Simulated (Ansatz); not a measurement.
`C[SiH](Cl)C#C[Si](F)(F)Cl` + `[NH2][GeH2][Cl]` → `F[Si](F)(Cl)[NH][GeH2][Cl]` + `C#C[SiH](C)Cl`  (ligand exchange at the Si–C bond)

Computed with Ansatz on PBE0-D4/def2-TZVP structures; ΔE is electronic, products minus reactants. CCSD(T)/CBS adds triple-zeta CCSD(T) − MP2 to the extrapolated MP2 energy (def2 sets, frozen cores). DFT in def2-TZVPP. B3LYP here is the variant with VWN-RPA as its local correlation; programs differ in this. For Ge outer-core shells are correlated without core-valence functions, which leaves a few kJ/mol of doubt a bond. Scalar relativity is left out up to krypton. Each species was taken in one conformer, which may not be the lowest.

```
             level  ΔE (kJ/mol)  difference from CCSD(T)/CBS
            PBE-D4        -32.1                         11.7
         r2SCAN-D4        -37.3                          6.5
           PBE0-D4        -38.7                          5.1
          B3LYP-D4        -41.3                          2.5
           ωB97X-V        -44.3                         -0.5
           ωB97M-V        -45.4                         -1.6
            B2PLYP        -36.6                          7.2
               PBE        -26.6                         17.2
            r2SCAN        -36.3                          7.5
              PBE0        -34.0                          9.8
             B3LYP        -32.2                         11.6
     HF/def2-TZVPP        -45.6                         -1.8
    MP2/def2-TZVPP        -41.7                          2.1
SCS-MP2/def2-TZVPP        -40.8                          3.0
   CCSD/def2-TZVPP        -44.3                         -0.5
CCSD(T)/def2-TZVPP        -42.8                          1.0
     HF/def2-QZVPP        -46.1                         -2.3
    MP2/def2-QZVPP        -42.5                          1.3
SCS-MP2/def2-QZVPP        -41.4                          2.4
      HF/CBS(def2)        -46.2                         -2.4
     MP2/CBS(def2)        -42.7                          1.1
    CCSD/CBS(def2)        -45.4                         -1.6
       CCSD(T)/CBS        -43.8                            0
```

Largest T1 diagnostic among the species: 0.011.

The D4 term adds −9.1 kJ/mol with B3LYP and −4.8 kJ/mol with PBE0; it sums over pairs of atoms, weighted by their polarisabilities, and B3LYP, whose exchange is more repulsive, gets the larger term. From PBE to PBE0 (25 % exact exchange), in def2-TZVPP and without D4, ΔE moves by −7.4 kJ/mol.
